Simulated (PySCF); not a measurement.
Species: C7H12OSSi.
Bonds: C1–Si2, Si2–C3, Si2–C4, Si2–O5, O5–C6, C6–C7 (aromatic), C7–C8 (aromatic), C8–S9 (aromatic), S9–C10 (aromatic), C6–C10 (aromatic). Hydrogens: H11, H12, H13 on C1; H14, H15, H16 on C3; H17, H18, H19 on C4; H20 on C7; H21 on C8; H22 on C10.

The same species was optimised twice, with GFN2-xTB and with PBE0-D3(BJ)/def2-SVP (PySCF), and the same property calculations (PySCF, gas phase) were run on both structures.

```
      coordinate  GFN2-xTB  PBE0-D3(BJ)/def2-SVP  change
      Si2–O5 (Å)     1.646                 1.693  +0.047
      Si2–C3 (Å)     1.909                 1.873  -0.036
      Si2–C4 (Å)     1.909                 1.873  -0.036
      C1–Si2 (Å)     1.896                 1.865  -0.031
       C7–C8 (Å)     1.355                 1.369  +0.014
      C6–C10 (Å)     1.364                 1.376  +0.012
       C6–C7 (Å)     1.422                 1.433  +0.011
       C8–S9 (Å)     1.718                 1.714  -0.004
       O5–C6 (Å)     1.344                 1.342  -0.002
      S9–C10 (Å)     1.718                 1.717  -0.001
   C1–Si2–O5 (°)     101.0                 103.5    +2.5
   Si2–O5–C6 (°)     133.6                 131.5    -2.1
   C3–Si2–C4 (°)     109.6                 111.7    +2.1
   C3–Si2–O5 (°)     111.5                 109.5    -2.0
   C4–Si2–O5 (°)     111.5                 109.8    -1.7
   C8–S9–C10 (°)      91.2                  92.1    +0.9
   C1–Si2–C4 (°)     111.5                 110.7    -0.8
   C6–C10–S9 (°)     111.9                 111.7    -0.2
C1–Si2–O5–C6 (°)       180                  -178      +2
Si2–O5–C6–C7 (°)         0                    -5      -5
```

Rotational constants: A = 2172, B = 502.9, C = 471.2 MHz (GFN2-xTB) against A = 2228, B = 501.3, C = 471.6 MHz (PBE0-D3(BJ)/def2-SVP). Atoms that the bonding makes alike are paired by their places after alignment.

On the GFN2-xTB structure: HOMO (eV) -6.30 [PBE0/pcSseg-1]; LUMO (eV) -0.29 [PBE0/pcSseg-1]; dipole (D) 1.66 [PBE0/pcSseg-1]; GIAO shielding of C1/C3/C4 (mean) (ppm) 185.9 [PBE0/pcSseg-1]; GIAO shielding of Si2 (ppm) 335.2 [PBE0/pcSseg-1]; GIAO shielding of O5 (ppm) 223.7 [PBE0/pcSseg-1]; GIAO shielding of C6 (ppm) 28.9 [PBE0/pcSseg-1]; GIAO shielding of C7 (ppm) 64.4 [PBE0/pcSseg-1]; GIAO shielding of C8 (ppm) 54.7 [PBE0/pcSseg-1]; GIAO shielding of S9 (ppm) 323.6 [PBE0/pcSseg-1]; GIAO shielding of C10 (ppm) 73.8 [PBE0/pcSseg-1].

What do these properties become on the PBE0-D3(BJ)/def2-SVP structure?

```tsv
property	level	on GFN2-xTB	on PBE0-D3(BJ)/def2-SVP	change
HOMO (eV)	PBE0/pcSseg-1	-6.30	-6.17	+0.13
LUMO (eV)	PBE0/pcSseg-1	-0.29	-0.24	+0.05
dipole (D)	PBE0/pcSseg-1	1.66	2.08	+0.42
energy, GFN2-xTB geometry as zero (kcal/mol)	PBE0/pcSseg-1	0.0	-2.1	-2.1
GIAO shielding of C1/C3/C4 (mean) (ppm)	PBE0/pcSseg-1	185.9	184.4	-1.5
GIAO shielding of Si2 (ppm)	PBE0/pcSseg-1	335.2	327.1	-8.1
GIAO shielding of O5 (ppm)	PBE0/pcSseg-1	223.7	218.0	-5.7
GIAO shielding of C6 (ppm)	PBE0/pcSseg-1	28.9	25.4	-3.5
GIAO shielding of C7 (ppm)	PBE0/pcSseg-1	64.4	61.7	-2.7
GIAO shielding of C8 (ppm)	PBE0/pcSseg-1	54.7	53.1	-1.6
GIAO shielding of S9 (ppm)	PBE0/pcSseg-1	323.6	323.8	+0.2
GIAO shielding of C10 (ppm)	PBE0/pcSseg-1	73.8	73.3	-0.5
```

The heavy atoms differ by 0.064 Å rms after alignment (one structure mirrored). Among bonds between heavy atoms Si2–O5 changes most (+0.047 Å). Changes are differences of the printed values. Neither structure is proved a minimum here.

Conformer computed: `[CH3:1][Si:2]([CH3:3])([CH3:4])[O:5][c:6]1[cH:7][cH:8][s:9][cH:10]1`: C1–Si2–O5–C6 -178°, Si2–O5–C6–C7 -5°.
